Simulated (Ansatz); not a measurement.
Calculated with Ansatz (gas phase, PBE0-D4/def2-TZVP geometries, no zero-point term in ΔE). CCSD(T)/CBS adds triple-zeta CCSD(T) − MP2 to the extrapolated MP2 energy (def2 sets, frozen cores). This one scheme is used for every species. Functionals use def2-TZVPP.

Consider the hydrogenolysis of a C–Si bond: `[SiH3]C1CCC1` + H₂ → `C1CCC1` + SiH₄.

CCSD(T)/CBS gives -26.6 kJ/mol.

Question: Another level gave -31.3 kJ/mol. Which?
A. PBE-D4/def2-TZVPP
B. CCSD/def2-TZVPP
C. PBE-QIDH/def2-TZVPP
D. BHLYP/def2-TZVPP

Answer: C. PBE-QIDH -31.3, CCSD/def2-TZVPP -35.9, PBE-D4 -24.4, BHLYP -47.3 kJ/mol.

Question: What do rigid-rotor, harmonic-oscillator terms from PBE0-D4/def2-TZVP frequencies (298.15 K, 1 bar) make of the CCSD(T)/CBS value? (An estimate is asked.)

Answer: The calculation gave: ΔZPE = +16.5 kJ/mol, ΔH = -14.3 kJ/mol, ΔS = 9 J/(mol·K), ΔG = -17.0 kJ/mol.

Largest T1 diagnostic among the species: 0.011.

In def2-TZVPP, CCSD(T) changes the Hartree–Fock value by +29.0 kJ/mol (the triples alone add +5.6 kJ/mol) and MP2 by +36.2 kJ/mol. Leaving LDA and LC-ωPBE aside and taking each functional with its dispersion term where it has one, the values, not all of them listed here, spread over 18.5 kJ/mol, from B2PLYP to revPBE-D4. LDA lies +8.5 kJ/mol from PBE without D4. From r2SCAN to r2SCAN0 (25 % exact exchange), in def2-TZVPP and without D4, ΔE moves by −3.3 kJ/mol.
